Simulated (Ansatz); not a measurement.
Harmonic frequencies (cm⁻¹) at PBE0-D4/def2-TZVP from Ansatz: 59, 143, 167, 217, 308, 380, 476, 693, 794, 934, 1084, 1162, 1186, 1191, 1315, 1398, 1474, 1504, 1508, 2583, 2653, 3011, 3101, 3132.

Each molecule was computed in one conformer, which needn't be the lowest.

(1) Which molecule is it?
A. `N=C[SiH3]`
B. `BCB(O)F`
C. `BB(F)OC`
D. `N=CC1CO1`

## Answers

(1) C.
